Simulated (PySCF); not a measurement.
# Polarisability and C₆ of Te⁻ (tellurium, charge -1)

[Kr] 4d10 5s2 5p5, 2P determinant. Calculation: PySCF 2.14, in x2c-QZVPPall with one added diffuse shell each of s, p, d, f type (14s10p8d5f1g, 128 functions); the spin-free X2C one-electron Hamiltonian (Gaussian nucleus). Coupled (time-dependent) response in atomic units; α is the mean over directions.

```
method  mean α (bohr³)         α xx, yy, zz  C₆ (like pair)  S(−4)
   UHF           85.82  69.76, 93.84, 93.84            1275   2472
```

S(−4) is the Cauchy moment in α(ω) = α(0) + S(−4) ω² + …

Spin-orbit coupling is absent.

α(iu) at UHF:

```
u (hartree)  α(iu) (bohr³)
          0          85.82
     0.0500          80.28
      0.100          68.61
      0.200          46.88
      0.300          32.78
      0.500          18.28
      0.750          10.59
       1.00          7.007
       1.50          3.884
       2.00          2.569
       3.00          1.434
       5.00         0.6624
```

For an ion, C₆ is the dispersion term alone; charge-induced terms of lower order in 1/R come first.

The components differ because the open shell of this determinant is not spherical; for a pure term their mean is the scalar polarisability.
